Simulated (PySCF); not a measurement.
In(Me)2(Et) (C4H11In), SMILES [CH2]([In]([CH3])[CH3])C.

Geometry optimised at PBE-D3(BJ)/def2-SVP. The isomer is the one that the SMILES or the coordinates give; other isomers of the formula were not compared. The def2 effective core potentials stand for the cores of In; spin–orbit coupling is left out. Other conformers were not sampled.

Computed with PBE-D3(BJ)/def2-SVP (PySCF).

Frequencies are harmonic and unscaled.

A small imaginary wavenumber (i) marks a very flat motion, where grid noise or a shallow saddle decides the sign.

Task: Give all harmonic wavenumbers and intensities. (Estimate from the structure and the level; the computed values follow.)

Result: 
```json
[
 {"mode": "1", "ν (cm⁻¹)": "12i", "IR (km/mol)": "0.0", "moving atoms (share of kinetic energy)": "H 97 %"},
 {"mode": "2", "ν (cm⁻¹)": "17", "IR (km/mol)": "0.1", "moving atoms (share of kinetic energy)": "H 98 %"},
 {"mode": "3", "ν (cm⁻¹)": "30", "IR (km/mol)": "0.0", "moving atoms (share of kinetic energy)": "H 51 %, C 47 %"},
 {"mode": "4", "ν (cm⁻¹)": "70", "IR (km/mol)": "1.4", "moving atoms (share of kinetic energy)": "C 61 %, H 27 %, In 11 %"},
 {"mode": "5", "ν (cm⁻¹)": "104", "IR (km/mol)": "1.4", "moving atoms (share of kinetic energy)": "C 39 %, H 37 %, In 24 %"},
 {"mode": "6", "ν (cm⁻¹)": "106", "IR (km/mol)": "4.4", "moving atoms (share of kinetic energy)": "C 59 %, H 31 %, In 10 %"},
 {"mode": "7", "ν (cm⁻¹)": "213", "IR (km/mol)": "0.3", "moving atoms (share of kinetic energy)": "H 85 %, C 13 %"},
 {"mode": "8", "ν (cm⁻¹)": "225", "IR (km/mol)": "6.5", "moving atoms (share of kinetic energy)": "C 64 %, H 24 %, In 13 %"},
 {"mode": "9", "ν (cm⁻¹)": "433", "IR (km/mol)": "3.9", "moving atoms (share of kinetic energy)": "C 77 %, H 22 %"},
 {"mode": "10", "ν (cm⁻¹)": "464", "IR (km/mol)": "44.1", "moving atoms (share of kinetic energy)": "C 66 %, H 19 %, In 14 %"},
 {"mode": "11", "ν (cm⁻¹)": "474", "IR (km/mol)": "38.5", "moving atoms (share of kinetic energy)": "C 67 %, H 18 %, In 15 %"},
 {"mode": "12", "ν (cm⁻¹)": "549", "IR (km/mol)": "0.5", "moving atoms (share of kinetic energy)": "H 85 %, C 15 %"},
 {"mode": "13", "ν (cm⁻¹)": "594", "IR (km/mol)": "0.1", "moving atoms (share of kinetic energy)": "H 87 %, C 13 %"},
 {"mode": "14", "ν (cm⁻¹)": "640", "IR (km/mol)": "33.4", "moving atoms (share of kinetic energy)": "H 84 %, C 15 %"},
 {"mode": "15", "ν (cm⁻¹)": "660", "IR (km/mol)": "58.4", "moving atoms (share of kinetic energy)": "H 80 %, C 18 %"},
 {"mode": "16", "ν (cm⁻¹)": "708", "IR (km/mol)": "85.8", "moving atoms (share of kinetic energy)": "H 81 %, C 18 %"},
 {"mode": "17", "ν (cm⁻¹)": "896", "IR (km/mol)": "1.7", "moving atoms (share of kinetic energy)": "H 92 %"},
 {"mode": "18", "ν (cm⁻¹)": "928", "IR (km/mol)": "9.1", "moving atoms (share of kinetic energy)": "H 86 %, C 14 %"},
 {"mode": "19", "ν (cm⁻¹)": "1024", "IR (km/mol)": "10.3", "moving atoms (share of kinetic energy)": "C 77 %, H 23 %"},
 {"mode": "20", "ν (cm⁻¹)": "1119", "IR (km/mol)": "0.9", "moving atoms (share of kinetic energy)": "H 82 %, C 18 %"},
 {"mode": "21", "ν (cm⁻¹)": "1125", "IR (km/mol)": "0.1", "moving atoms (share of kinetic energy)": "H 82 %, C 18 %"},
 {"mode": "22", "ν (cm⁻¹)": "1136", "IR (km/mol)": "9.5", "moving atoms (share of kinetic energy)": "H 67 %, C 33 %"},
 {"mode": "23", "ν (cm⁻¹)": "1197", "IR (km/mol)": "2.1", "moving atoms (share of kinetic energy)": "H 76 %, C 24 %"},
 {"mode": "24", "ν (cm⁻¹)": "1344", "IR (km/mol)": "8.5", "moving atoms (share of kinetic energy)": "H 82 %, C 18 %"},
 {"mode": "25", "ν (cm⁻¹)": "1377", "IR (km/mol)": "0.1", "moving atoms (share of kinetic energy)": "H 95 %"},
 {"mode": "26", "ν (cm⁻¹)": "1378", "IR (km/mol)": "0.0", "moving atoms (share of kinetic energy)": "H 94 %"},
 {"mode": "27", "ν (cm⁻¹)": "1379", "IR (km/mol)": "1.0", "moving atoms (share of kinetic energy)": "H 94 %"},
 {"mode": "28", "ν (cm⁻¹)": "1385", "IR (km/mol)": "0.8", "moving atoms (share of kinetic energy)": "H 90 %, C 10 %"},
 {"mode": "29", "ν (cm⁻¹)": "1388", "IR (km/mol)": "2.6", "moving atoms (share of kinetic energy)": "H 95 %"},
 {"mode": "30", "ν (cm⁻¹)": "1419", "IR (km/mol)": "1.7", "moving atoms (share of kinetic energy)": "H 97 %"},
 {"mode": "31", "ν (cm⁻¹)": "1427", "IR (km/mol)": "5.8", "moving atoms (share of kinetic energy)": "H 97 %"},
 {"mode": "32", "ν (cm⁻¹)": "2943", "IR (km/mol)": "64.6", "moving atoms (share of kinetic energy)": "H 97 %"},
 {"mode": "33", "ν (cm⁻¹)": "2969", "IR (km/mol)": "13.3", "moving atoms (share of kinetic energy)": "H 95 %"},
 {"mode": "34", "ν (cm⁻¹)": "2974", "IR (km/mol)": "13.7", "moving atoms (share of kinetic energy)": "H 97 %"},
 {"mode": "35", "ν (cm⁻¹)": "2975", "IR (km/mol)": "6.3", "moving atoms (share of kinetic energy)": "H 97 %"},
 {"mode": "36", "ν (cm⁻¹)": "3014", "IR (km/mol)": "3.6", "moving atoms (share of kinetic energy)": "H 91 %, C 9 %"},
 {"mode": "37", "ν (cm⁻¹)": "3017", "IR (km/mol)": "27.3", "moving atoms (share of kinetic energy)": "H 91 %, C 9 %"},
 {"mode": "38", "ν (cm⁻¹)": "3043", "IR (km/mol)": "30.4", "moving atoms (share of kinetic energy)": "H 91 %, C 9 %"},
 {"mode": "39", "ν (cm⁻¹)": "3074", "IR (km/mol)": "0.1", "moving atoms (share of kinetic energy)": "H 91 %, C 9 %"},
 {"mode": "40", "ν (cm⁻¹)": "3075", "IR (km/mol)": "14.0", "moving atoms (share of kinetic energy)": "H 91 %, C 9 %"},
 {"mode": "41", "ν (cm⁻¹)": "3093", "IR (km/mol)": "7.6", "moving atoms (share of kinetic energy)": "H 90 %, C 10 %"},
 {"mode": "42", "ν (cm⁻¹)": "3095", "IR (km/mol)": "7.4", "moving atoms (share of kinetic energy)": "H 90 %, C 10 %"}
]
```
